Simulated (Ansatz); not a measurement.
Input file for Ansatz (a quantum-chemistry and plane-wave program): R-CCSD(T)/aug-cc-pVQZ on HF (SMILES F) with ghost functions, monomers drawn apart or pushed together.

Ansatz 0.2 input:
```yaml
crystal:
  periodic: [false, false, false]
  atoms:
    - {symbol: F, position_ang: [-0.36218514, 0.13536947, 0.36942273]}
    - {symbol: H, position_ang: [-0.22032105, -0.77429421, 0.26519966]}
basis:
  gaussian:
    orbitals: aug-cc-pVQZ
    ghost_atoms:
      - {symbol: Br, position_ang: [0.03208180, 1.12021138, 4.54185590]}
      - {symbol: H, position_ang: [-0.13979821, 1.00874536, 3.12665305]}
magnetization: {spin_polarized: false}
correlation: {method: ccsd_t, electrons: outside_noble_gas}
scf: {lower_state_search: off}
```

Program output:

```
WARN ansatz: RAYON_NUM_THREADS=2 ignored (pool sized by the plan → 2); use --threads N
Functional definition: HF
these checks for a lower state are left out or cut short: stability, starts, cluster_reference, orbital_swaps, neighbouring_geometries, increment
integrals: 1.85 GiB planned
1593 factors; integrals over basis functions are off by at most 1.2e-3 eV
mean field: 0.75 GiB planned
mean field evaluation 1: about -2722.0181 eV, gradient 2.5e1 eV
mean field evaluation 2: about -2722.0181 eV, gradient 2.5e1 eV
mean field evaluation 4: about -2722.9848 eV, gradient 1.2e0 eV
mean field evaluation 8: about -2722.9897 eV, gradient 5.9e-5 eV
mean field -2722.98973354 eV, -100.0680269989 hartree, gradient 1.6e-6 eV, S^2 0.000000; 0 other end points of the search recorded, 0 dependent functions left out
1 core orbitals not correlated
reference -2722.98973354 eV, -100.0680269989 hartree; 4, 4 occupied and 260, 260 virtual orbitals, 1593 factors
second order -8.21012514 eV of doubles, -0.00000000 eV of singles
coupled cluster: 4.20 GiB planned
cycle   1  -8.03742171 eV  change    1.7e-1 eV  update   4.5e-2
cycle   2  -8.16409293 eV  change   -1.3e-1 eV  update   1.3e-2
cycle   3  -8.19516220 eV  change   -3.1e-2 eV  update   5.3e-3
cycle   4  -8.19033838 eV  change    4.8e-3 eV  update   9.5e-4
cycle   5  -8.18989713 eV  change    4.4e-4 eV  update   3.1e-4
cycle   6  -8.19001734 eV  change   -1.2e-4 eV  update   8.1e-5
cycle   7  -8.19000237 eV  change    1.5e-5 eV  update   2.5e-5
cycle   8  -8.18999028 eV  change    1.2e-5 eV  update   6.7e-6
cycle   9  -8.18998826 eV  change    2.0e-6 eV  update   2.0e-6
perturbative correction -0.22706387 eV, -0.0083444433 hartree
Total energy: -2731.40678567 eV, -100.3773479595 hartree
Checks for a lower state left out: stability, starts, cluster_reference, orbital_swaps, neighbouring_geometries, increment
```

The run converged.

Cost: about 80 core-seconds (a rough figure).
